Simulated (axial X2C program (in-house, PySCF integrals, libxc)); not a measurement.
# GaCN⁻: properties at the nuclei

Computed with an axial X2C code built on PySCF integrals: two-component X2C with atomic mean-field Coulomb and Gaunt terms, Gaussian nuclei, basis Ga dyall-v3z, C dyall-v3z, N dyall-av3z with contracted cores.

Ga–C–N held linear, with bonds 2.130 and 1.166 Å (near the PBE0 minimum at charge -1 of the determinant lowest at the starting distance; the state shown can have its own minimum elsewhere, held linear; other orders of the atoms were not compared).

Input and command:
```json
{"zs": [31, 6, 7], "q": -1, "bas": ["dyall-v3z", "dyall-v3z", "dyall-av3z"], "r0": [1.94, 1.16], "symm": 0, "scan": ["PBE0", "HF", "B3LYP"], "levels": ["PBE0", "HF", "r2SCAN"], "nst": 2}
```
```bash
python solin.py task.json out
```

Keys: zs atomic numbers; q charge; bas basis sets; r0 starting distance in Å; symm equal bonds; scan levels of the two-bond scan; levels methods; nst determinants followed.

Determinant lowest in the PBE0 search, Ω = 1/2 (⟨Sz⟩ = -0.50, ⟨Lz⟩ = 1.00 at PBE0), spin on the atoms Ga -0.52, C 0.06, N -0.04:

| level | Eeff magnitude (GV/cm) | Ws magnitude Ga (kHz) | A∥/gI Ga (MHz) | qzz Ga (a.u.) | A∥/gI C (MHz) | qzz C (a.u.) | A∥/gI N (MHz) | qzz N (a.u.) |
| --- | --- | --- | --- | --- | --- | --- | --- | --- |
| PBE0 | 0.134 | 0.106 | 789 | -1.26 | 13.7 | -0.65 | 48.6 | -1.00 |
| HF | 0.334 | 0.276 | 749 | -1.23 | 12.8 | -0.76 | 31.5 | -1.15 |
| r2SCAN | 0.24 | 0.197 | 922 | -1.29 | 8.43 | -0.65 | 46.1 | -0.99 |

Determinant 0.05 eV from it at PBE0 and this distance, Ω = 3/2 (⟨Sz⟩ = 0.50, ⟨Lz⟩ = 1.00 at PBE0), spin on the atoms Ga 0.52, C -0.06, N 0.04:

| level | Eeff magnitude (GV/cm) | Ws magnitude Ga (kHz) | A∥/gI Ga (MHz) | qzz Ga (a.u.) | A∥/gI C (MHz) | qzz C (a.u.) | A∥/gI N (MHz) | qzz N (a.u.) |
| --- | --- | --- | --- | --- | --- | --- | --- | --- |
| PBE0 | 0.194 | 0.052 | 65.1 | -1.33 | -3.43 | -0.65 | 12 | -1.00 |
| HF | 0.547 | 0.152 | 38.3 | -1.30 | -7.29 | -0.76 | 15.1 | -1.15 |
| r2SCAN | 0.292 | 0.0801 | 24 | -1.36 | 0.488 | -0.65 | 12.9 | -0.99 |

Eeff is the effective electric field on the electron electric dipole moment in this Ω state and Ws the scalar–pseudoscalar constant of the nucleus named (defined with the proton number Z and per Ω); A∥ (defined per Ω) follows by multiplying with gI = μI/(I μN); qzz is the electric field gradient, eQq0 = 234.96 MHz × Q/barn × qzz. The operators were transformed with the bare-nucleus X2C matrices; with these basis sets, hyperfine constants and field gradients can be off by tens of per cent, and where levels differ in sign neither size nor sign is settled.

Task: With gI(69Ga) = 1.3444, Q(69Ga) = 0.171 barn, gI(13C) = 1.4048, gI(14N) = 0.4038, Q(14N) = 0.02044 barn (g factors from the IAEA table of nuclear moments by Stone; Q from Pyykkö, Mol. Phys. 2018), turn the PBE0 values of the first state into constants in MHz.

Result: A∥(69Ga) = 789 × 1.3444 = 1060 MHz; eQq0(69Ga) = 234.96 × (0.171) × (-1.26) = -50.6 MHz; A∥(13C) = 13.7 × 1.4048 = 19.2 MHz; A∥(14N) = 48.6 × 0.4038 = 19.6 MHz; eQq0(14N) = 234.96 × (0.02044) × (-1.00) = -4.8 MHz.

The molecule was held linear; bending was not examined, so a bent shape may lie lower.

Each state is one determinant with collinear spin. Unrestricted Hartree–Fock can overshoot spin polarisation at the nuclei. For an anion, determinants above electron detachment, or with a positive highest level, are held by the basis set. Where Eeff spreads by more than a factor of two the levels disagree and none is to be relied on. The search compared states at one distance, so a state with another bond length can lie lower. PBE0 term energies can be off by some tenths of an eV.
